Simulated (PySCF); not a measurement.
# Peak assignment

Geometry:
| atom | x (Å) | y (Å) | z (Å) |
| --- | --- | --- | --- |
| N1 | 2.410 | -0.902 | -0.737 |
| C2 | 1.116 | -1.527 | -0.476 |
| C3 | 0.022 | -0.541 | -0.223 |
| C4 | -1.026 | -0.178 | -0.964 |
| C5 | -1.704 | 0.909 | -0.204 |
| C6 | -0.661 | 1.671 | 0.590 |
| C7 | -0.030 | 0.349 | 0.979 |
| C8 | -1.478 | 0.682 | 1.277 |
| H9 | 2.336 | -0.292 | -1.545 |
| H10 | 2.677 | -0.324 | 0.054 |
| H11 | 1.238 | -2.180 | 0.395 |
| H12 | 0.865 | -2.147 | -1.340 |
| H13 | -1.362 | -0.562 | -1.908 |
| H14 | -2.599 | 1.391 | -0.569 |
| H15 | -0.422 | 2.703 | 0.742 |
| H16 | 0.704 | 0.285 | 1.769 |
| H17 | -2.094 | 0.675 | 2.151 |

A single conformation, isolated molecule, non-relativistic Hamiltonian, rapidly exchanging positions averaged. Geometry: GFN2-xTB; GIAO PBE0/pcSseg-1 shieldings; PySCF.

Chemical shifts δ = σref − σ; TMS for $^{13}$C (186.93 ppm), $^{1}$H (31.72 ppm), all at this level.

**Question.** Assign these signals to the numbered atoms. $^{13}$C{$^{1}$H} NMR (computed): δ 162.5 (C), 132.2 (CH), 51.6 (CH), 46.2 (CH2), 39.5 (CH), 38.5 (CH).

**Answer.** 
```tsv
δ (ppm)	atoms	environment	reason
162.5	C3	fully substituted alkene carbon	as expected for a trigonal carbon in a double bond
132.2	C4	alkene CH	as expected for a trigonal carbon in a double bond
51.6	C6/C8	three-membered-ring carbon	a saturated carbon with 3 carbon neighbours and no heteroatom attached
46.2	C2	allylic sp3 CH2 bonded to N	pulled downfield by the heteroatom
39.5	C7	three-membered-ring carbon	saturated and bonded to C and H only
38.5	C5	three-membered-ring carbon	–
```

C7 and C5 lie closer than the usual error of such a calculation, so a measured spectrum could show them in the other order.

**Question.** Assign these signals to the numbered atoms. $^{1}$H NMR (300 MHz, computed): δ 5.75 (d, 1H), 3.93 (m, 2H), 3.50 (s, 2H), 1.62 (m, 1H), 1.56 (m, 1H), 0.55 (br s, 2H).

**Answer.** 
| δ (ppm) | atoms | environment | reason |
| --- | --- | --- | --- |
| 5.75 | H13 | hydrogen on an alkene CH | a vinylic proton, deshielded by the sp2 carbon and the C=C anisotropy |
| 3.93 | H15/H17 | hydrogen on a three-membered-ring carbon | – |
| 3.50 | H11/H12 | hydrogen on an allylic sp3 CH2 bonded to N | its carbon carries N, hence the downfield position |
| 1.62 | H14 | hydrogen on a three-membered-ring carbon | – |
| 1.56 | H16 | hydrogen on a three-membered-ring carbon | cyclopropane-type protons are shielded by the ring |
| 0.55 | H9/H10 | hydrogen on an amine nitrogen | exchangeable; this is the value without hydrogen bonding to other molecules |

H14 and H16 lie closer than the usual error of such a calculation, so a measured spectrum could show them in the other order.

OH/NH shifts are gas-phase values; hydrogen bonding in solution moves them, usually downfield. Shifts are as computed. Against solution values, carbons near 30 ppm lie about +3 ppm off and those near 130 ppm about +5 ppm (rms about the fit 2.1 ppm; single classes can miss by 10 ppm). Of 1328 compounds with measured shifts, 309 miss one by over three times the rms of a fit or turn the order of signals round; such compounds aren't used in these exercises. Signals without a measured value on file couldn't be tested in this way; 1H shifts scatter by 0.2 ppm about their fit, and single ones miss by 0.5 ppm. No couplings were computed; multiplicities are counted from neighbouring protons, with m where these are inequivalent, close in shift, in a saturated or five-membered ring or joined by F or P, and br s for small geminal =CH2 splittings.
